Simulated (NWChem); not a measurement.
System: C$_{2}$H$_{5}$ClOSi; SMILES O1C[SiH](Cl)C1

NWChem input:

```
start job
memory heap 200 mb stack 900 mb global 1100 mb
geometry units angstroms noautoz
  Cl    -0.199714    -2.044334     0.000000
  Si     0.586122    -0.129163     0.000000
  C     -0.124124     1.211682    -1.132087
  O     -0.105176     2.093927     0.000000
  C     -0.124124     1.211682     1.132087
  H      2.070644    -0.259046     0.000000
  H      0.474465     1.623956    -1.959117
  H     -1.151804     1.021106    -1.496559
  H     -1.151804     1.021106     1.496559
  H      0.474465     1.623956     1.959117
end
basis spherical
  Cl library def2-svp
  Si library def2-svp
  C library def2-svp
  O library def2-svp
  H library def2-svp
end
dft
  xc xpbe96 cpbe96
  iterations 150
  mulliken
end
task dft energy
```

Structure relaxed at the PBE0/def2-SVP level.

Question: What results follow from this input? (PBE/def2-SVP.) Quantities: energy (Ha); highest occupied level (eV); orbital gap (eV); dipole (D).

Answer: 
| Property | Value |
|---|---|
| energy (Ha) | -903.26 |
| highest occupied level (eV) | -5.72 |
| orbital gap (eV) | 5.52 |
| dipole (D) | 0.32 |
